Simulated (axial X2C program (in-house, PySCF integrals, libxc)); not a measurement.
## Low determinants of InSi⁺ at the PBE0 level, with spin–orbit coupling

Calculated with an in-house relativistic program for diatomic molecules. Two-component (2c) means X2C with spin–orbit coupling and atomic mean-field two-electron Coulomb and Gaunt terms. Basis: In dyall-cv3z [11s12p9d4f1g], Si dyall-v3z [8s7p2d1f] (cores contracted in-house); Gaussian nuclei, density fitting, unrestricted open shells. Masses: In 114.904 u, Si 27.977 u.

Search at 3.092 Å (vertical energies from the lowest determinant):

| ΔE (eV) | state | electrons beyond evenly filled partner blocks | electrons in ±ω = 1/2, 3/2, 5/2, 7/2 |
| --- | --- | --- | --- |
| 0.00 | Ω = 2 | ω = 1/2, ω = 3/2 | 41 17 4 0 |
| 0.19 | Ω = 1 | 2 × ω = 1/2 | 42 16 4 0 |
| 0.22 | Ω = 1 | ω = -1/2, ω = 3/2 | 41 17 4 0 |
| 0.70 | Ω = 0 | none | 42 16 4 0 |
| 1.28 | Ω = 0 | none | 40 18 4 0 |
| 3.08 | Ω = 3 | 2 × ω = 3/2 | 40 18 4 0 |
| 5.21 | Ω = 4 | 2 × ω = 1/2, 2 × ω = 3/2 | 40 18 4 0 |

Lowest determinant, Ω = 2 (⟨Sz⟩ = 1.00, ⟨Lz⟩ = 1.00 at PBE0): Re = 3.076 Å, ωe = 131.7 cm⁻¹.

The determinant in row 2 of the search, Ω = 1 (⟨Sz⟩ = 0.00, ⟨Lz⟩ = 1.00 at PBE0), was followed along the bond at PBE0; measured from the minimum of the lowest determinant it gives:

Te = 0.190 eV (1529 cm⁻¹), Re = 3.026 Å, ωe = 134.1 cm⁻¹.

Question: Compare the bond of the determinant in row 2 with that of the lowest one.

Answer: At PBE0 its Re is 0.050 Å shorter and its force constant, which goes as ωe², is 1.04 times that of the lowest determinant. This determinant mixes spin states, so it has no term energy of its own.

The search compares states at one distance, so a state with another bond length can lie lower; it is not exhaustive and yields mostly the lowest determinant of each block pattern, so other components and higher states of one pattern are missing. These are energies of single determinants, not of spin-adapted states; PBE0 term energies can be off by some tenths of an eV, and the functional has no current term. Open-shell Ω = 0 determinants with evenly filled partner blocks cannot be reached by this program, so the Ω shown need not be the lowest component. The lowest determinant need not be the ground state where others lie within half an eV.
